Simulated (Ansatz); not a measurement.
Geometry optimisation, RHF/6-31G* (Ansatz).

Input:

```yaml
crystal:
  periodic: [false, false, false]
  atoms:
    - { symbol: B, position_ang: [0.038451, -0.337781, 0.361878] }
    - { symbol: "N", position_ang: [-0.091157, -0.239876, 1.817926] }
    - { symbol: H, position_ang: [-0.915004, -0.532809, 2.291723] }
    - { symbol: H, position_ang: [0.725935, -0.200919, 2.38655] }
    - { symbol: O, position_ang: [1.233113, -0.178412, -0.231572] }
    - { symbol: H, position_ang: [1.216246, -0.232408, -1.17628] }
    - { symbol: Cl, position_ang: [-1.425943, -0.693985, -0.609319] }
    - { symbol: H, position_ang: [-0.16857, 2.058813, 0.295632] }
    - { symbol: H, position_ang: [-0.272271, 1.859277, 0.958962] }
basis:
  gaussian: { orbitals: "6-31G*" }
hamiltonian:
  xc: hf
relax:
  f_tol: 0.03
  max_steps: 50
```

Command:

```bash
$ ansatz run input.yaml --threads 1 --pin off --max-ram 2048MiB --backend cpu --events-out ev --progress --plain --runs-dir out
```

Q: Where does it end, and by what steps?

A: The run converged. The force dipped under the threshold on the way, but the program's further checks kept it going. After 25 steps the energy has fallen by 0.448 eV; H8 moved furthest, 1.71 Å.

```json
{"step": "0", "energy less start (eV)": "0.0000", "largest force component (eV/Å)": "2.515", "accepted": "yes"}
{"step": "1", "energy less start (eV)": "-0.2609", "largest force component (eV/Å)": "1.100", "accepted": "yes"}
{"step": "2", "energy less start (eV)": "-0.3698", "largest force component (eV/Å)": "0.270", "accepted": "yes"}
{"step": "3", "energy less start (eV)": "-0.4118", "largest force component (eV/Å)": "0.193", "accepted": "yes"}
{"step": "4", "energy less start (eV)": "-0.4301", "largest force component (eV/Å)": "0.120", "accepted": "yes"}
{"step": "5", "energy less start (eV)": "-0.4355", "largest force component (eV/Å)": "0.123", "accepted": "yes"}
{"step": "6", "energy less start (eV)": "-0.4378", "largest force component (eV/Å)": "0.084", "accepted": "yes"}
{"step": "7", "energy less start (eV)": "-0.4391", "largest force component (eV/Å)": "0.085", "accepted": "yes"}
{"step": "8", "energy less start (eV)": "-0.4401", "largest force component (eV/Å)": "0.123", "accepted": "yes"}
{"step": "9", "energy less start (eV)": "-0.4410", "largest force component (eV/Å)": "0.105", "accepted": "yes"}
{"step": "10", "energy less start (eV)": "-0.4417", "largest force component (eV/Å)": "0.108", "accepted": "yes"}
{"step": "11", "energy less start (eV)": "-0.4416", "largest force component (eV/Å)": "0.242", "accepted": "no"}
{"step": "12", "energy less start (eV)": "-0.4426", "largest force component (eV/Å)": "0.054", "accepted": "yes"}
{"step": "13", "energy less start (eV)": "-0.4436", "largest force component (eV/Å)": "0.132", "accepted": "yes"}
{"step": "14", "energy less start (eV)": "-0.4441", "largest force component (eV/Å)": "0.178", "accepted": "yes"}
{"step": "15", "energy less start (eV)": "-0.4447", "largest force component (eV/Å)": "0.100", "accepted": "yes"}
{"step": "16", "energy less start (eV)": "-0.4455", "largest force component (eV/Å)": "0.046", "accepted": "yes"}
{"step": "17", "energy less start (eV)": "-0.4458", "largest force component (eV/Å)": "0.212", "accepted": "yes"}
{"step": "18", "energy less start (eV)": "-0.4467", "largest force component (eV/Å)": "0.059", "accepted": "yes"}
{"step": "19", "energy less start (eV)": "-0.4471", "largest force component (eV/Å)": "0.058", "accepted": "yes"}
{"step": "20", "energy less start (eV)": "-0.4473", "largest force component (eV/Å)": "0.127", "accepted": "yes"}
{"step": "21", "energy less start (eV)": "-0.4475", "largest force component (eV/Å)": "0.072", "accepted": "yes"}
{"step": "22", "energy less start (eV)": "-0.4477", "largest force component (eV/Å)": "0.016", "accepted": "yes"}
{"step": "23", "energy less start (eV)": "-0.4479", "largest force component (eV/Å)": "0.032", "accepted": "yes"}
{"step": "24", "energy less start (eV)": "-0.4480", "largest force component (eV/Å)": "0.050", "accepted": "yes"}
{"step": "25", "energy less start (eV)": "-0.4481", "largest force component (eV/Å)": "0.029", "accepted": "yes"}
```

```xyz
9
Properties=species:S:1:pos:R:3
B 0.130 -0.802 0.289
N -0.031 -0.347 1.595
H -0.907 -0.314 2.063
H 0.750 -0.054 2.139
O 1.348 -0.844 -0.292
H 1.350 -1.163 -1.183
Cl -1.319 -1.341 -0.639
H -0.536 3.546 1.058
H -0.445 2.821 1.066
```

Whether the end is a true minimum wasn't checked by a vibrational analysis.

Time of the run: 38 s on 1 thread of Intel(R) Xeon(R) CPU @ 2.60GHz (Ice Lake) (shared host), peak memory 0.17 GiB.
